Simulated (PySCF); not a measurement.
Which orbitals make which state

Compound: CH10O2SSi3.
InChI=1S/CH10O2SSi3/c2-7(6-4)1-3-5/h2,4,7H,1,6H2,5H3/t7-/m1/s1

Computed, not measured: PySCF, TDDFT B3LYP/def2-SVPD, vertical, gas phase, core orbitals frozen in the response. Geometry: GFN2-xTB, one conformer, isolated molecule.

Orbital energies (eV): HOMO-3 -8.33, HOMO-2 -8.25, HOMO-1 -7.92, HOMO -6.93, LUMO -0.93, LUMO+1 -0.42, LUMO+2 -0.21.

Computed singlets:

```tsv
state	E (eV)	f
S1	5.09	0.027
S2	5.64	0.0027
S3	5.92	0.0035
S4	6.06	0.0060
S5	6.16	0.0007
S6	6.42	0.028
S7	6.52	0.0037
S8	6.66	0.0057
```

**Question.** Which orbital pair leads each of S1, S2, S4, S5, S6 and S7, and how does its energy difference Δε compare with the excitation energy?

**Answer.** 

| state | leading configuration | weight | Δε (eV) | E (eV) | E − Δε (eV) | f | other configurations |
| --- | --- | --- | --- | --- | --- | --- | --- |
| S1 | HOMO→LUMO | 0.92 | 5.99 | 5.09 | -0.90 | 0.027 | – |
| S2 | HOMO→LUMO+1 | 0.80 | 6.50 | 5.64 | -0.87 | 0.0027 | H→L+2 (9%) |
| S4 | HOMO-1→LUMO | 0.89 | 6.99 | 6.06 | -0.92 | 0.0060 | – |
| S5 | HOMO→LUMO+2 | 0.81 | 6.72 | 6.16 | -0.57 | 0.0007 | H→L+1 (8%) |
| S6 | HOMO-2→LUMO | 0.73 | 7.31 | 6.42 | -0.90 | 0.028 | H-3→L (15%) |
| S7 | HOMO-3→LUMO | 0.69 | 7.39 | 6.52 | -0.88 | 0.0037 | H-2→L (13%) |

E − Δε runs from -0.92 to -0.57 eV. By orbital difference alone the order would be S1, S2, S5, S4, S6, S7.

H and L stand for HOMO and LUMO. The other states: S3 5.92 eV, f 0.0035, H→L+3 (84%), H→L+4 (8%); S8 6.66 eV, f 0.0057, H→L+5 (50%), H→L+4 (25%).

**Question.** Which computed triplets share their leading configuration (75% or more) with a singlet, and how far apart are the partners?

**Answer.** 

```csv
configuration,triplet,E(T) (eV),singlet,E(S) (eV),E(S) − E(T) (eV)
HOMO→LUMO,T1,4.78,S1,5.09,+0.32
```

The 3 triplets are Tamm–Dancoff values, the singlets full response.

Summed over the main configurations (up to three a state, each over 8%) of all 8 singlets, the electron leaves HOMO with weight 4.38, HOMO-1 with weight 0.89, HOMO-2 with weight 0.86 and HOMO-3 with weight 0.84.
